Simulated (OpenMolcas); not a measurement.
# Ni2+ in CsCaF3

Ni2+ with its 6 nearest fluoride ions at 2.092 Å, on the Ca site of CsCaF3 (a = 4.526 Å, distance in the model lattice 2.263 Å). The rest of the host is ab initio model potentials to 7.6 Å, with orthogonalisation functions on the cations behind the ligands, and point charges beyond; the distance is set by hand and nothing relaxes. Ligand basis ANO-RCC-VDZP.
```
Ni    0.0000    0.0000    0.0000
F     2.0920    0.0000    0.0000
F     0.0000    2.0920    0.0000
F    -2.0920    0.0000    0.0000
F     0.0000   -2.0920    0.0000
F     0.0000    0.0000    2.0920
F     0.0000    0.0000   -2.0920
```

```yaml
Program: OpenMolcas 26.06
Method: CASSCF
Basis: ANO-RCC-VTZP [6s5p3d2f1g]
Scalar_Hamiltonian: DKH2, point nucleus
Active_space: 8 electrons in 5 orbitals (3d)
State_averaging: 2S+1 = 3 even, 10 roots; 2S+1 = 1 even, 15 roots
Spin-orbit_coupling: state interaction with AMFI integrals over the reference wave functions
```

The lowest spin-free states (labels of O, the rotations of Oh), above the lowest:

```json
{"State": "3A2", "Degeneracy": "1", "E (cm-1)": "0.0", "Free-ion L (%)": "F (100)"}
{"State": "3T2", "Degeneracy": "3", "E (cm-1)": "5128", "Free-ion L (%)": "F (100)"}
{"State": "3T1", "Degeneracy": "3", "E (cm-1)": "9005", "Free-ion L (%)": "F (99)"}
{"State": "1E", "Degeneracy": "2", "E (cm-1)": "18589", "Free-ion L (%)": "D (88)"}
{"State": "1T2", "Degeneracy": "3", "E (cm-1)": "22761", "Free-ion L (%)": "D (95)"}
{"State": "3T1", "Degeneracy": "3", "E (cm-1)": "25843", "Free-ion L (%)": "P (99)"}
{"State": "1A1", "Degeneracy": "1", "E (cm-1)": "28716", "Free-ion L (%)": "G (99)"}
{"State": "1T1", "Degeneracy": "3", "E (cm-1)": "30188", "Free-ion L (%)": "G (100)"}
{"State": "1E", "Degeneracy": "2", "E (cm-1)": "32862", "Free-ion L (%)": "G (88)"}
{"State": "1T2", "Degeneracy": "3", "E (cm-1)": "33619", "Free-ion L (%)": "G (95)"}
{"State": "1A1", "Degeneracy": "1", "E (cm-1)": "68327", "Free-ion L (%)": "S (99)"}
```

The lowest levels with spin-orbit coupling:

| E (cm-1) | Degeneracy | Label | 2S+1 |
| --- | --- | --- | --- |
| 0.0 | 3 | T2 | 3 |
| 4857 | 2 | E | 3 |
| 5021 | 3 | T1 | 3 |
| 5503 | 3 | T2 | 3 |
| 5632 | 1 | A2 | 3 |
| 8194 | 1 | A1 | 3 |
| 8800 | 3 | T1 | 3 |
| 9736 | 3 | T2 | 3 |
| 9812 | 2 | E | 3 |
| 18785 | 2 | E | 1 |
| 22665 | 3 | T2 | 1 |
| 25785 | 2 | E | 3 |
| 26021 | 3 | T2 | 3 |
| 26338 | 3 | T1 | 3 |
| 26591 | 1 | A1 | 3 |
| 28920 | 1 | A1 | 1 |
| 30384 | 3 | T1 | 1 |
| 33072 | 2 | E | 1 |
| 33818 | 3 | T2 | 1 |
| 68565 | 1 | A1 | 1 |

Powder χT (cm3 K/mol): 1.48 at 2 K, 1.49 at 10 K, 1.5 at 50 K, 1.52 at 100 K, 1.56 at 200 K, 1.59 at 300 K. The effective moment at 300 K is 2.828 √(χT) = 3.57 μB.

The lowest level has 2S+1 = 3, for which the spin-only value is χT = S(S+1) / 2 = 1.000 cm3 K/mol (g = 2). The computed 1.594 at 300 K differs by +0.594, through orbital momentum, spin-orbit coupling and any other state in reach.

Metal share of the active 3d orbitals (Löwdin): 96, 96, 99, 99, 99 %; Mulliken charge of the metal 1.70.

A least-squares ligand-field fit to the states below 45000 cm-1, each weighted by its degeneracy and with a free common offset, gives 10Dq = 4997 cm-1, B = 1293 cm-1 and C = 4769 cm-1 (C/B = 3.69), with an rms deviation of 66 cm-1.

Without dynamic correlation the repulsion within the d shell is too large (B by tens of per cent), so at a given field states of lower spin stand too high. Ligand-to-metal charge-transfer states are missing. With no ligand orbital active B as a rule stays too high, so bands that hang on it stand too high and its fall with covalency is understated. With metal d orbitals alone and no dynamic correlation 10Dq can be off by a tenth to a fifth, either way, in oxide and fluoride hosts. No measured value stands beside these numbers; the geometry was set by hand and not optimised.

The RASSCF and RASSI steps took 25 s on 1 thread of Arm Neoverse V1 (shared host); the integral step is not counted.
